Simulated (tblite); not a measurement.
C5H12N2Si.
Z-matrix (Å and degrees, GFN2-xTB geometry), rows numbered from 1:
```
C 
C   1  1.3192
C   2  1.4979  1  124.50
N   3  1.4556  2  111.27  1  -123.04
Si  4  1.7413  3  121.27  2    79.21
N   4  1.3468  3  111.25  2   -91.90
C   6  1.2631  4  122.85  3   170.78
C   7  1.4895  6  119.76  4   178.12
H   1  1.0770  2  122.11  3   179.38
H   1  1.0780  2  121.61  3    -1.57
H   2  1.0818  1  120.93  3  -178.22
H   3  1.0914  2  110.46  1    -1.35
H   3  1.0947  2  109.58  1   118.95
H   5  1.4649  4  108.04  3   133.42
H   5  1.4568  4  104.32  3    14.95
H   5  1.4669  4  111.88  3  -104.93
H   7  1.0948  6  123.29  4    -1.50
H   8  1.0900  7  110.24  6  -119.53
H   8  1.0898  7  110.22  6   121.58
H   8  1.0859  7  109.89  6     1.01
```

Computed with GFN2-xTB (tblite): harmonic, unscaled wavenumbers at the GFN2-xTB geometry, gas phase. The method is semi-empirical: single wavenumbers can be off by several per cent or more. Modes of hydrogen on silicon can be 10 to 20 % off. One conformer, not necessarily the lowest.

Harmonic wavenumbers (cm⁻¹): 27.5, 50.7, 87.5, 116.0, 136.1, 157.8, 208.2, 266.6, 286.5, 363.7, 377.5, 419.7, 519.8, 561.9, 592.6, 656.5, 722.2, 768.4, 794.4, 808.9, 850.3, 894.6, 909.0, 946.6, 988.6, 1022.6, 1029.3, 1084.8, 1125.0, 1165.7, 1171.8, 1263.0, 1280.6, 1308.8, 1309.4, 1392.1, 1413.5, 1440.8, 1469.3, 1473.4, 1715.7, 1722.4, 2222.8, 2247.5, 2316.1, 2883.9, 2943.5, 2970.6, 2991.2, 3006.8, 3059.7, 3065.4, 3095.6, 3121.5.

A = 2496, B = 993.3, C = 778.8 MHz; mass 128.077 u (most abundant isotopes); point group C1, symmetry number 1.

Problem. Zero-point energy?

Solution. Half the sum of the wavenumbers: 34412 cm⁻¹ = 411.66 kJ/mol.

Problem. What is S at 298.15 K and 1 bar for an ideal gas of classical rigid rotors and harmonic oscillators?

Solution. Translation 169.38, rotation 123.43, vibration 148.36: S = 441.2 J/(mol K).

Problem. And Cp and H(298.15 K) − H(0)?

Solution. Cp = 174.48 J/(mol K), of which vibrations give 141.23 (their classical limit is 54 R = 449.0); H(298.15 K) − H(0) = 32.03 kJ/mol without the zero-point energy, 22.12 from vibrations.

Problem. What must be added to the electronic energy to get the Gibbs energy at 298.15 K and 1 bar?

Solution. ZPE + [H(298.15 K) − H(0)] − T·S = 411.66 + 32.03 − 131.53 = 312.16 kJ/mol.

Problem. Blend soft modes into free rotors: weight 1/[1 + (100 cm⁻¹/ν̃)⁴] for the oscillator and the rest for a rotor with moment μB/(μ + B), μ = h/(8π²ν), B = 10⁻⁴⁴ kg m². What vibrational entropy results?

Solution. 132.75 J/(mol K) in place of 148.36, which changes −T·S at 298.15 K by +4.65 kJ/mol.

Problem. How do the functions run with temperature in this model?

Solution. 
```csv
T (K),S (J/(mol K)),Cp (J/(mol K)),H − H(0) (kJ/mol),G − H(0) (kJ/mol),ln q(vib)
150,346.4,109.5,11.05,-40.91,4.33
250,412.4,152.9,24.15,-78.95,7.47
400,498.6,217.6,52.04,-147.39,11.93
600,600.2,284.2,102.62,-257.51,17.60
900,728.8,349.3,198.44,-457.50,25.50
```

q(vib) and H(0) count from the zero-point level.

Hindered rotation and anharmonicity are outside this model. Other conformers, if any are populated, would add a mixing term that is left out. The structure is chiral; the term R ln 2 for an equal mix with its mirror image is left out.
